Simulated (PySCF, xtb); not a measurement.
difluoromethyl(fluoro)silane (CH₃F₃Si), SMILES F[SiH2]C(F)F. One conformer was computed; it need not be the lowest.

Harmonic wavenumbers (cm⁻¹) from xtb with GFN2-xTB at its own minimum, in rising order: 40, 131, 197, 356, 491, 519, 573, 615, 717, 738, 862, 1005, 1080, 1245, 1283, 2389, 2391, 2889.

### Question
What does PySCF with PBE-D3(BJ)/def2-SVP give at its own minimum? (Estimate from the structure and the level; the computed values follow.)

### Answer
66, 130, 196, 384, 539, 595, 610, 710, 839, 897, 946, 1049, 1096, 1287, 1311, 2190, 2206, 2912. Paired by order, the mean absolute difference is 67 cm⁻¹ and the zero-point energies are 25.0 and 25.7 kcal/mol.
